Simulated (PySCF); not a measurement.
An equivalent PySCF input for Se (selenium, neutral), [Ar] 3d10 4s2 4p4, high-spin 3P determinant, with scalar relativity through the core potential:

```python
from pyscf import gto, scf, dft, mp, cc
import basis_set_exchange as bse
txt = bse.get_basis("cc-pVTZ-PP", elements=["Se"], fmt="nwchem", header=False)
cut = txt.index("\nECP")
mol = gto.M(atom="Se 0 0 0", charge=0, spin=2, symmetry="D2h",
            basis=gto.basis.parse(txt[:cut]),
            ecp={"Se": gto.basis.parse_ecp(txt[cut:])})
mf = scf.UHF(mol)
mf.irrep_nelec = {'Ag': (4, 4), 'B1g': (1, 1), 'B2g': (1, 1), 'B3g': (1, 1), 'B1u': (2, 1), 'B2u': (2, 2), 'B3u': (2, 1)}
mf.kernel()
```

It reaches the same state as the run whose output follows, and the same energy. The run itself started from symmetry-adapted Hartree-Fock orbitals and held the occupation by maximum overlap, so the iterations belong to that start.

```
SCF conv_tol = 1e-09
number electrons alpha = 13  beta = 11
cycle= 1 E= -371.861466331248  delta_E= -0.00477  |g|= 0.0267  |ddm|= 0.0666
cycle= 2 E= -371.86207681654  delta_E= -0.00061  |g|= 0.0104  |ddm|= 0.0318
cycle= 3 E= -371.862193705849  delta_E= -0.000117  |g|= 0.00109  |ddm|= 0.0295
cycle= 4 E= -371.862195906789  delta_E= -2.2e-06  |g|= 0.000376  |ddm|= 0.00777
cycle= 5 E= -371.862196129883  delta_E= -2.23e-07  |g|= 0.000122  |ddm|= 0.00238
cycle= 6 E= -371.862196152028  delta_E= -2.21e-08  |g|= 2.27e-05  |ddm|= 0.000804
cycle= 7 E= -371.862196152814  delta_E= -7.86e-10  |g|= 3.26e-06  |ddm|= 0.000138
converged SCF energy = -371.862196152814  <S^2> = 2.0097273  2S+1 = 3.0064779
```

Energies and moments cover only the electrons outside the core potential.
